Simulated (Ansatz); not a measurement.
`OC(F)([SiH3])Cl` + HCl → `OC(F)(Cl)Cl` + SiH₄ at 700 K and 1 bar (substitution at a C–Si bond).

Isolated molecules relaxed with PBE0-D4/def2-TZVP in Ansatz; ΔE leaves out vibrations. CBS: MP2 limit from def2 TZ/QZ plus the TZ coupled-cluster correction, frozen cores. This one scheme is used for every species. Each species was taken in one conformer, which may not be the lowest.

| species | CCSD(T)/CBS energy (Eh) | H − E (kJ/mol) | S (J/(mol·K)) |
| --- | --- | --- | --- |
| `OC(F)([SiH3])Cl` | -964.26424 | 204.3 | 451.0 |
| HCl | -460.38127 | 38.4 | 211.8 |
| `OC(F)(Cl)Cl` | -1133.16081 | 122.6 | 396.1 |
| SiH₄ | -291.46306 | 115.5 | 252.9 |

H − E and S are ideal-gas, rigid-rotor, harmonic terms from PBE0-D4/def2-TZVP, for one conformer and one mirror image of each species. 1 Eh = 2625.50 kJ/mol, R = 8.31446 J/(mol·K).

Question: By hand: ΔE, ΔH, ΔS and ΔG.

Answer: ΔE = (-1133.16081) + (-291.46306) − (-964.26424) − (-460.38127) = 0.02164 Eh = 56.8 kJ/mol. Δ(H − E) = 122.6 + 115.5 − 204.3 − 38.4 = -4.6, so ΔH = 52.2 kJ/mol. ΔS = 396.1 + 252.9 − 451.0 − 211.8 = -13.8 J/(mol·K). ΔG = 52.2 − 700 × (-13.8)/1000 = 61.9 kJ/mol.

Question: By hand: the equilibrium constant, and the temperature at which ΔG would vanish if ΔH and ΔS stayed fixed.

Answer: log₁₀ K = −ΔG/(RT ln 10) = -4.6. ΔH and −TΔS have one sign here, so there is no such temperature.

The number of gas molecules stays the same, so ΔS is small and ΔH decides. A doubt of 5 kJ/mol in ΔE shifts log₁₀ K by 0.4 here. Other conformers and mirror images would add mixing entropy, several J/(mol·K) or more a flexible species. These are equilibria of isolated gas molecules and say nothing of rates. Largest T1 diagnostic: 0.012 (customary marks: 0.02 for closed shells, 0.045 for open ones).
